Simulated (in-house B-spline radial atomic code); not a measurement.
Results of a calculation; reference values are marked as such.
# Two electrons in InAs: a Gaussian well −V exp(−r²/w²) with V = 25.6 meV and w = 185 nm

For InAs the NSM archive of the Ioffe Institute lists m* = 0.023 m0 and ε = 15.15. In so narrow a gap the band flattens within tens of meV, so real spacings are smaller, by up to some tenths.

Effective-mass model with parabolic bands, a uniform dielectric constant, no image charges, no central-cell or spin-orbit terms. Two-electron levels come from full CI in B-splines with partial waves to l = 5 (up to 0.001 effective hartree above the limit).

**Question.** What are the effective units, and what is the potential in them?

**Answer.** Ha* = 27211.386 meV × 0.023/15.15² = 2.727 meV and a* = 0.0529177 nm × 15.15/0.023 = 34.86 nm. V = 9.4 Ha* and w = 5.31 a*.

In these units the lowest s and p orbitals lie at -8.208728 and -7.437532, and their Coulomb and exchange integrals are J_ss = 0.702314, J_sp = 0.580264 and K_sp = 0.1149. Full CI gives -15.782431 for the ground singlet, -15.198062 for the sp triplet, -15.018140 for the sp singlet and -14.481494 for the lowest triplet of two s orbitals.

**Question.** What does it cost to add the second electron, to first order and exactly?

**Answer.** To first order E = 2ε_s + J_ss = -15.715143, so the charging energy E(2) − 2E(1) is J_ss = 1.915 meV. CI gives -15.782431 − 2 × (-8.208728) = 0.635026, or 1.732 meV: relaxation and correlation lower it by 0.1835 meV, 9.6 % of J_ss. The s² configuration of one-electron orbitals holds 96.6 % of the state, and the mean radius is 48.3 nm. The second electron is bound by ε_s − E = 20.65 meV, against 22.38 meV for the first.

**Question.** How far above the singlet do the triplets lie?

**Answer.** To first order the sp triplet lies at ε_s + ε_p + J_sp − K_sp = -15.180923, which is 1.457 meV above 2ε_s + J_ss. CI gives -15.198062 − (-15.782431) = 0.584369, or 1.593 meV, 76 % of the orbital spacing of 2.103 meV. The ss triplet lies 3.547 meV up, so the lower of the two is the sp one, and its gap equals k_BT at 18.5 K. The sp singlet-triplet splitting is 0.4906 meV, against 2K_sp = 0.6268 meV.
